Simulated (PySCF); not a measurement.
Si(H)(Cl)3 anion (Cl3HSi), SMILES Cl[SiH](Cl)Cl (connectivity only; charge and spin as stated), charge -1, multiplicity 2. Atoms are numbered in the order given.

```xyz
5

Si     0.1444    -0.3246     0.0000
Cl    -0.0300     1.8416     0.0000
Cl    -0.0923    -0.7722    -2.2750
Cl    -0.0923    -0.7722     2.2750
H      1.6287    -0.5089     0.0000
```
Charge -1, spin multiplicity 2.

Geometry: B3LYP-D3(BJ)/def2-SVPD. The spin state was assumed, not searched. The isomer is the one that the SMILES or the coordinates give; other isomers of the formula were not compared.

Method: PySCF with PBE/def2-TZVPD.

### Question
Estimate the frontier levels, dipole moment and polarisability. (An estimate is asked for; the answer gives what the named calculation found.)

### Answer

```yaml
"α spin, highest occupied and lowest empty level": -0.08 and 2.83 eV
"β spin, highest occupied and lowest empty level": -2.57 and 1.04 eV
dipole_moment_about_the_centre_of_nuclear_charge: 0.72 D
mean_static_polarisability: 104.5 bohr³ (15.48 Å³)
polarisability_principal_values: 75.3, 98.5, 139.6 bohr³
"⟨S²⟩": 0.752 (pure state 0.75)
```
